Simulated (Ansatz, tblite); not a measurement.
Forces on Ti6⁺ at its PBE-D4/def2-SVP geometry. Charge 1, multiplicity 2.

The xTB rows come from tblite. At PBE-D4/def2-TZVP the charge 1 doublet is spin-contaminated (final ⟨S²⟩ up to 1.85, 0.75 for a pure state). The structure comes from a short search, and lower isomers may exist.

GFN1-xTB (tblite), largest force 5.48 eV/Å:

```xyz
6
positions Å, forces eV/Å
Ti    1.665    0.835    0.152    3.742    3.609   -1.720
Ti   -0.787    0.551    0.996   -2.460    2.040    3.378
Ti    0.255   -1.255   -0.526    1.108   -4.128   -1.820
Ti   -2.141   -0.437   -0.949   -3.512   -1.327   -0.830
Ti    1.268   -0.795    1.813    0.847   -3.077    4.231
Ti   -0.260    1.102   -1.486    0.274    2.884   -3.237
```

GFN2-xTB (tblite), largest force 6.81 eV/Å:

```
Ti 3.590 3.773 -2.021
Ti -2.745 2.676 4.090
Ti 1.617 -4.860 -2.262
Ti -5.245 -2.145 -1.046
Ti 1.617 -3.691 5.486
Ti 1.165 4.248 -4.247
```

PBE-D4/def2-TZVP (Ansatz), largest force 0.44 eV/Å:

```
Ti 0.275 0.235 -0.096
Ti -0.174 0.157 0.203
Ti 0.073 -0.257 -0.148
Ti -0.307 -0.127 -0.059
Ti 0.111 -0.238 0.358
Ti 0.022 0.230 -0.258
```
